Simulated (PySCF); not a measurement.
**One molecule, a ladder of functionals, a line**

Molecule: `OC/C=C\O[SiH3]`, C3H8O2Si.

Numbering as in the mapped SMILES `[OH:1][CH2:2]/[CH:3]=[CH:4]\[O:5][SiH3:6]`; H(Xn) means a hydrogen on atom n.

GIAO shieldings (ppm, equivalent atoms averaged) in PySCF on the PBE0-D3(BJ)/def2-SVP geometry, basis pcSseg-1, gas phase, non-relativistic:

| functional | exact exchange (%) | σ(O5) | σ(O1) | σ(C2) | σ(Si6) |
| --- | --- | --- | --- | --- | --- |
| BLYP | 0 | 225.6 | 278.1 | 113.9 | 359.6 |
| BP86 | 0 | 229.8 | 284.6 | 119.6 | 362.9 |
| PBE | 0 | 229.5 | 283.6 | 120.0 | 363.8 |
| B3LYP | 20 | 238.7 | 287.6 | 120.2 | 371.9 |
| PBE0 | 25 | 244.9 | 294.0 | 127.0 | 379.8 |
| mPW1PW91 | 25 | 244.4 | 293.0 | 126.1 | 378.7 |
| HF | 100 | 279.8 | 309.3 | 139.9 | 428.7 |

(1) Fit each shielding as a line in the percentage of exact exchange.

(2) What does the line predict for BHandHLYP (50 %), and what does the run give?

## Answers

(1) σ(O5) = 229.3 + 0.52 x (rms 2.0 ppm); σ(O1) = 283.4 + 0.27 x (rms 2.8 ppm); σ(C2) = 118.4 + 0.22 x (rms 2.6 ppm); σ(Si6) = 361.7 + 0.67 x (rms 1.8 ppm). The functionals also differ in their semilocal parts, which the line can't hold; Hartree–Fock has no correlation at all.

(2) σ(O5): 255.3 predicted, 255.8 computed; σ(O1): 296.9 predicted, 297.6 computed; σ(C2): 129.4 predicted, 128.0 computed; σ(Si6): 395.2 predicted, 391.8 computed ppm.
